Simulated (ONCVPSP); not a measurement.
## Ranking ONCV potentials for fluorine (F)

All share these settings but for the change named:

| Quantity | Value |
| --- | --- |
| Element | fluorine (F) |
| Generator | ONCVPSP 4.0.1 |
| Type | optimised norm-conserving Vanderbilt (ONCV) |
| Functional | PBEsol |
| Relativity | scalar-relativistic |
| Frozen core | [He] |
| Valence charge | 7 |
| Reference configuration | 2s2 2p5 |
| Partial waves | 2s: rc 0.55 bohr, ncon 4, nbas 9, qcut 12.5 1/bohr, local; 2p: rc 1.85 bohr, ncon 5, nbas 9, qcut 8.4 1/bohr, 2 projectors, debl 2.8 Ha |
| Local potential | the s channel |
| Core correction | Teter function, fcfact 1.75, rcfact 1.6 |

Test errors are all-electron minus pseudo excitation energies from the reference, over 2s2 2p4; 2s2 2p3; 2s2 2p2; 2s1 2p6. None of these files shows a bound ghost.

The base gives 2122.5 meV.

Of 5 variants that were run, those that failed, showed a ghost or another fault, or gave nearly equal values are left out.

A variant can come out equal or close to the base, since the largest error may sit in a test that the change hardly touches while other tests move.

Rank these variants by their largest absolute test error, smallest first.
A. all radii but the core radius scaled by about 1.07 (s 0.58, p 1.98 bohr)
B. s: qcut 10; p: qcut 6.7
C. core correction Teter function, fcfact 1.75, rcfact 1.3

C (2127.9 meV), A (2544.3 meV), B (2993.3 meV).
